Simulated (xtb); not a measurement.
Input file for xtb: GFN1-xTB on BeF, 2S+1 = 2, a spin state set in the input, which need not be the lowest, a point of a bond scan (R = 1.274 Å).

```
$ xtb mol.xyz --gfn 1 --sp --chrg 0 --uhf 1
2

Be     0.00000000     0.00000000     0.00000000
F      0.00000000     0.00000000     1.27420500
```

Predict the final total energy.

-5.8879 hartree.
